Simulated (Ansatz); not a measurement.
Stepwise reaction of silicon tetrachloride with ammonia, as a gas-phase model of exchange steps in deposition or etching. ΔE in kJ/mol; ΔG adds harmonic PBE0-D4 terms to CCSD(T)/CBS, at 1 bar.

Computed with Ansatz on PBE0-D4/def2-TZVP structures; ΔE is electronic, products minus reactants. CBS: MP2 limit from def2 TZ/QZ plus the TZ coupled-cluster correction, frozen cores. This one scheme is used for every species. Functionals use def2-TZVPP. B3LYP here is the variant with VWN-RPA as its local correlation; programs differ in this. Each species was taken in one conformer, which may not be the lowest.

| step | reaction | PBE-D4 | B3LYP-D4 | ωB97M-V | CCSD(T)/CBS | ΔG(500 K) |
| --- | --- | --- | --- | --- | --- | --- |
| 1 | `Cl[Si](Cl)(Cl)Cl` + NH₃ → `N[Si](Cl)(Cl)Cl` + HCl | 27.6 | 21.6 | 22.3 | 22.4 | 2.6 |
| 2 | `N[Si](Cl)(Cl)Cl` + NH₃ → `N[Si](N)(Cl)Cl` + HCl | 25.2 | 20.2 | 21.1 | 20.5 | 22.1 |
| 3 | `N[Si](N)(Cl)Cl` + NH₃ → `N[Si](N)(N)Cl` + HCl | 48.0 | 43.3 | 44.4 | 44.9 | 24.8 |

Give the row of step 4, `N[Si](N)(N)Cl` + NH₃ → `N[Si](N)(N)N` + HCl. (An estimate is asked.)

Computed: 
| step | reaction | PBE-D4 | B3LYP-D4 | ωB97M-V | CCSD(T)/CBS | ΔG(500 K) |
| --- | --- | --- | --- | --- | --- | --- |
| 4 | `N[Si](N)(N)Cl` + NH₃ → `N[Si](N)(N)N` + HCl | 57.8 | 53.8 | 54.0 | 51.1 | 58.0 |

By hand: ΔE of the 4 steps together at CCSD(T)/CBS.

(22.4) + (20.5) + (44.9) + (51.1) = 138.9 kJ/mol, or 34.7 kJ/mol a step.

In ΔE step 2 is the lowest and step 4 the highest. All are uphill at CCSD(T)/CBS. ΔG lies between 2.6 and 58.0 kJ/mol a step. PBE-D4 differs from CCSD(T)/CBS by 3.1 to 6.7 kJ/mol a step. Isolated molecules leave out the surface, adducts and barriers. Largest T1 diagnostic: 0.009.
